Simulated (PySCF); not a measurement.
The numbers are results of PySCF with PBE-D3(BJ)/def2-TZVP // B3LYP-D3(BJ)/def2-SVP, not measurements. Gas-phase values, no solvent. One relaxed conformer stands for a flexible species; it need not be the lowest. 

Reference species: [Al(F)3(NH3)] (neutral, multiplicity 1).

The HOMO is -8.26 eV and the S1 oscillator strength is 0.000. The LUMO comes out as -1.36 eV.

Changed species: [Al(F)3(H2O)] (adduct with H2O; the reference has adduct with NH3).

Q: What does the change do to the HOMO, S1 oscillator strength and LUMO?

A: the HOMO falls by 0.32 eV, to -8.58 eV; the S1 oscillator strength is nearly the same; the LUMO falls by 0.45 eV, to -1.81 eV.
